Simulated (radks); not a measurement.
Ionisation of the germanium ion Ge+, [Ar] 3d10 4s2 4p1, to [Ar] 3d10 4s2 as the strength of local exchange is varied. Calculated with a radial shooting solver on a logarithmic mesh with Libxc functionals: scalar-relativistic Kohn-Sham, Slater X-alpha exchange (alpha = 2/3 is LDA exchange), no correlation, spin-polarised, spherical densities, finite nucleus; open shells are filled with parallel spins first; Fermi nuclear charge, rms radius 4.0742 fm.

| alpha | E(Ge+) (hartree) | exchange (hartree) | IE (eV) | -e of the level emptied (eV) | <r> of it (bohr) |
|---|---|---|---|---|---|
| 0.621 | -2087.77476 | -68.23980 | 14.427 | 10.459 (4p) | 2.611 |
| 0.667 | -2092.84034 | -73.47288 | 14.871 | 10.890 (4p) | 2.575 |
| 0.885 | -2117.01392 | -98.60467 | 17.063 | 13.039 (4p) | 2.422 |
| 0.961 | -2125.50616 | -107.49454 | 17.861 | 13.829 (4p) | 2.375 |
| 1.036 | -2133.91940 | -116.33229 | 18.666 | 14.631 (4p) | 2.330 |

NIST Atomic Spectra Database: 15.935 eV (measured). The Delta-SCF value meets it near alpha = 0.77. Open shells are spherical and high-spin; term and fine-structure splittings are not resolved.
